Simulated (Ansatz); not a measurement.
`[SiH3]CC1=CB1` → `CC1=CB1` + `[SiH2]`  (silylene formation by 1,1-elimination)

Gas-phase electronic energies from Ansatz, PBE0-D4/def2-TZVP geometries. CBS: MP2 limit from def2 TZ/QZ plus the TZ coupled-cluster correction, frozen cores. This one scheme is used for every species. Functionals use def2-TZVPP. B3LYP here is the variant with VWN-RPA as its local correlation; programs differ in this. HSE06 is defined as in plane-wave codes. One conformer a species, not always the lowest.

```
             level  ΔE (eV)  difference from CCSD(T)/CBS
       LDA (SPW92)     2.77                         0.32
            PBE-D4     2.49                         0.04
         revPBE-D4     2.45                         0.00
           BLYP-D4     2.30                        -0.15
            B97M-V     2.38                        -0.07
           PBE0-D4     2.57                         0.12
          B3LYP-D4     2.40                        -0.05
        r2SCANh-D4     2.66                         0.21
        r2SCAN0-D4     2.67                         0.22
          HSE06-D4     2.57                         0.12
          BHLYP-D4     2.49                         0.04
      CAM-B3LYP-D4     2.47                         0.02
           ωB97X-V     2.54                         0.09
           ωB97M-V     2.40                        -0.05
            B2PLYP     2.38                        -0.07
          PBE-QIDH     2.62                         0.17
               PBE     2.40                        -0.05
            revPBE     2.23                        -0.22
              BLYP     2.11                        -0.34
            r2SCAN     2.63                         0.18
              PBE0     2.49                         0.04
             B3LYP     2.25                        -0.20
           r2SCANh     2.63                         0.18
           r2SCAN0     2.64                         0.19
             HSE06     2.49                         0.04
             BHLYP     2.36                        -0.09
         CAM-B3LYP     2.38                        -0.07
           LC-ωPBE     2.61                         0.16
RPA@PBE/def2-TZVPP     2.21                        -0.24
       HF/def2-SVP     2.15                        -0.30
     CCSD/def2-SVP     2.22                        -0.23
  CCSD(T)/def2-SVP     2.27                        -0.18
     HF/def2-TZVPP     2.20                        -0.25
    MP2/def2-TZVPP     2.61                         0.16
SCS-MP2/def2-TZVPP     2.47                         0.02
   CCSD/def2-TZVPP     2.33                        -0.12
SCS-MP2/def2-QZVPP     2.51                         0.06
      HF/CBS(def2)     2.21                        -0.24
     MP2/CBS(def2)     2.68                         0.23
    CCSD/CBS(def2)     2.40                        -0.05
       CCSD(T)/CBS     2.45                            0
```

Problem. What do rigid-rotor, harmonic-oscillator terms from PBE0-D4/def2-TZVP frequencies (298.15 K, 1 bar) make of the CCSD(T)/CBS value? (Best estimate.)

Solution. Computed: ΔZPE = -0.11 eV, ΔH = +2.40 eV, ΔS = 159 J/(mol·K), ΔG = +1.91 eV.

Largest T1 diagnostic among the species: 0.014.

The D4 term adds +0.15 eV with B3LYP and +0.08 eV with PBE0; it sums over pairs of atoms, weighted by their polarisabilities, and B3LYP, whose exchange is more repulsive, gets the larger term. Leaving LDA and LC-ωPBE aside and taking each functional with its dispersion term where it has one, the values spread over 0.37 eV, from BLYP-D4 to r2SCAN0-D4. LDA lies +0.37 eV from PBE without D4.

CCSD(T)/CBS has its own doubt, a few kJ/mol and more with outer-core shells, so smaller differences from it don't rank the levels.
